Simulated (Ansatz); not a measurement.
A search over several starts for the lowest SCF solution of MnBr₂ at the given spin, in a small basis.

```yaml
crystal:
  periodic: [false, false, false]
  atoms:
    - {symbol: Mn, position_ang: [-0.001901, -0.000230, 0.000233]}
    - {symbol: Br, position_ang: [0.022307, -1.716227, -1.522167]}
    - {symbol: Br, position_ang: [-0.020405, 1.716456, 1.521934]}
basis:
  gaussian: {orbitals: def2-SVP, initial_orbitals: start.molden}
magnetization: {spin_polarized: true, initial_magnetization: 3}
hamiltonian: {xc: pbe0, dispersion: d4}
output: {orbitals: {seedname: orbitals}}
```

The file start.molden holds the orbitals of an earlier run on this structure, at another level or in another basis.

```sh
$ ansatz run in.yaml --threads 4 --pin off --events-out ev --progress --plain --max-ram 3916MiB
```

Shortened log:

```
Functional definition: PBE0
959 factors; integrals over basis functions are off by at most 7.8e-4 eV
mean field evaluation 1: about -171371.6184 eV, gradient 7.2e0 eV
mean field evaluation 2: about -171371.8525 eV, gradient 3.0e-1 eV
mean field evaluation 4: about -171371.8897 eV, gradient 2.3e-1 eV
mean field evaluation 8: about -171371.8927 eV, gradient 9.3e-2 eV
mean field evaluation 16: about -171371.8932 eV, gradient 1.1e-3 eV
mean field evaluation 32: about -171370.8644 eV, gradient 1.8e-1 eV
mean field evaluation 64: about -171371.0608 eV, gradient 1.4e0 eV
mean field evaluation 96: about -171371.8924 eV, gradient 2.5e-2 eV
mean field evaluation 128: about -171371.8838 eV, gradient 6.7e-2 eV
mean field evaluation 160: about -171371.8768 eV, gradient 1.1e0 eV
mean field evaluation 192: about -171371.8930 eV, gradient 1.3e-1 eV
mean field evaluation 224: about -171371.8932 eV, gradient 1.1e-2 eV
mean field evaluation 256: about -171371.8932 eV, gradient 2.1e-4 eV
mean field evaluation 288: about -171371.8921 eV, gradient 3.2e-2 eV
mean field evaluation 320: about -171371.8722 eV, gradient 7.9e-2 eV
mean field evaluation 352: about -171371.8865 eV, gradient 7.4e-2 eV
mean field -171371.89324914 eV, -6297.8009168645 hartree, gradient 6.2e-6 eV, S^2 4.753438; 19 other end points of the search recorded, 0 dependent functions left out
reference -171371.89329235 eV, -6297.8009184526 hartree; 49, 46 occupied and 46, 49 virtual orbitals, 959 factors
Total energy: -171371.96253179 eV, -6297.8034629551 hartree
```

Hardware: 4 threads of Arm Neoverse V2 on a shared host. Wall time 2.3 min, peak host memory 0.63 GiB.

The charge 0 quartet is spin-contaminated (final ⟨S²⟩ up to 4.75, 3.75 for a pure state). At PBE0-D4/def2-TZVP a sextet of charge 0 lies 1.99 eV below the quartet, each at its own geometry. The structure comes from a short search, and lower isomers may exist.
